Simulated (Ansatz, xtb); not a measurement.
A geometry optimisation of HPSTe with r2SCAN-D4/def2-SVP

The starting geometry of this gas-phase singlet has its atoms placed at random.

```xyz
4

P    -1.3534   -0.9865   -0.4313
S     0.8511   -0.0043    0.0805
Te   -0.8359    1.5110   -0.6298
H    -0.0148   -1.1268   -0.5565
```

Guess where an optimisation with r2SCAN-D4/def2-SVP ends from this start.

It ends as `P1S[Te]1`. Contacts that open: S2–H4 (1.55 → 2.74 Å). Contacts that close: P1–S2 (2.47 → 2.14 Å).

The energy falls by 2.81 eV over 10 steps:

```csv
step,E − E(last) (eV)
1,2.811
2,1.806
3,1.230
4,0.665
5,0.155
6,0.040
7,0.027
8,0.000
9,0.000
10,0.000
```

Final geometry (Å):

```xyz
4

P    -0.9488   -0.8985   -0.0977
S     0.7315    0.2121    0.6389
Te   -0.8098    1.5036   -0.7944
H    -0.3260   -1.4238   -1.2839
```

From the same start GFN2-xTB reaches the same bonding as this run.

From so rough a start the end depends on the optimiser's path, so another program may land elsewhere. The end wasn't checked by frequencies. Atoms past krypton carry core potentials, without spin–orbit terms. Run with Ansatz 0.2.0, 14 s on 2 threads of Arm Neoverse V1, on a shared host.
